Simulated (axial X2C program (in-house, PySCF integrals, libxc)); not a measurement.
# Which molecule has these constants?

Computed with an in-house all-electron X2C program for linear molecules (integrals from PySCF), spin-free (one-electron X2C) or two-component (2c: spin–orbit coupling with atomic mean-field Coulomb and Gaunt terms, which also bring small scalar terms), in Dyall basis sets with cores contracted in-house; open shells are unrestricted.

A two-component PBE0 calculation in a Dyall 3-zeta basis gave Re = 2.627 Å, ωe = 355.0 cm⁻¹, De = 2.02 eV, Ω = 1.

Which molecule is it?
A. MgB⁻
B. BaB⁻
C. CaB⁻

B. The others have CaB⁻ 2.453 Å and 397.1 cm⁻¹ (Ω = 1); MgB⁻ 2.247 Å and 427.8 cm⁻¹ (Ω = 1).

Each entry is the lowest single determinant of a limited PBE0 search at one distance. De goes to single-determinant-based atoms at the same level (for ions the charge split of lowest energy) and is withheld (n/a) where an atom does not fit its ground term or J level. Main or longest-lived isotopes. One determinant is a doubtful description, or other states lie close, for BaB⁻, CaB⁻, MgB⁻; these need not be ground states, and all values refer to the states named. Some open-shell Ω = 0 determinants are out of reach, so the Ω given for BaB⁻, CaB⁻, MgB⁻ need not be the lowest component. With several unpaired electrons the Ω given is that of one determinant, not necessarily of the lowest component. Some light 2c atoms are not at their ground J level, so De misses part of their lowering (0.04 eV or less). The functionals have no current term, which raises determinants with orbital currents.
